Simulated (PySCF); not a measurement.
# Si(OH)₃, doublet: computed properties

These are results of PySCF, UPBE0, basis Si def2-TZVP, O def2-TZVP, H def2-TZVP (no relativity, density fitting), not measurements.

The structure is a higher-order saddle point with 3 imaginary modes.

| Item | Value |
| --- | --- |
| Point group | C3h |
| Bond lengths | O–H 0.967 Å (×3), Si–O 1.641 Å (×3) |
| Bond angles | H–O–Si 118.2° (×3), O–Si–O 120.0° (×3) |
| Highest occupied level (α) | -3.49 eV |
| Principal polarisabilities | 61.7, 61.7, 63.1 bohr³ |
| Zero-point energy (real modes) | 98.9 kJ/mol |
| Spin squared ⟨S²⟩ | 0.756 |
| Atomisation energy without zero-point energy | 2520 kJ/mol |
| Dipole moment | 0.00 D |
| Lowest empty level (β) | -0.81 eV |
| Rotational constants | 0.233, 0.233, 0.1165 cm⁻¹ |
| Principal quadrupole moments (Buckingham, traceless) about the centre of mass | -4.16, 2.08, 2.08 D Å |

Harmonic modes (masses in u: Si 27.977, O 15.995, H 1.008):
| symmetry | ω (cm⁻¹) | IR (km/mol, summed over degenerate members) | μ (u) |
| --- | --- | --- | --- |
| a'' | 858i | – | 18.35 |
| e' | 100i | – | 6.66 |
| a'' | 186 | 263 | 1.06 |
| e'' | 272 | 0.0 | 1.12 |
| a' | 646 | 0.0 | 12.50 |
| e' | 664 | 360 | 1.19 |
| a' | 713 | 0.0 | 1.08 |
| e' | 933 | 277 | 7.76 |
| e' | 3747 | 119 | 1.07 |
| a' | 3758 | 0.0 | 1.07 |

In C3h the vibrations span 2a'' + 4e' + e'' + 3a'. The a', e'' modes carry no infrared intensity, as symmetry demands.

Charges (e):
```csv
atom,Mulliken,Löwdin,polar tensor,spin (Mulliken),Mayer order to Si1
Si1,0.36,-0.11,-0.16,0.93,–
"O2,3,4",-0.41,-0.10,-0.17,-0.04,1.07
"H5,6,7",0.29,0.14,0.22,0.07,0.14
```
Other Mayer orders above 0.3: O–H 0.84 (×3).

Mulliken populations on Si1: s 5.57, p 7.26, d 0.69, f 0.13.

This need not be the most stable arrangement of these atoms. At this level a doublet minimum of C3 symmetry lies 141 kJ/mol below this structure.

The final relaxation and frequency run took 85 s on 4 threads of a shared Arm Neoverse V2 host, with 148 basis functions and 13 gradients; the process peaked at 2.2 GiB. Launch command: `OMP_NUM_THREADS=4 python axn.py task.json out`.
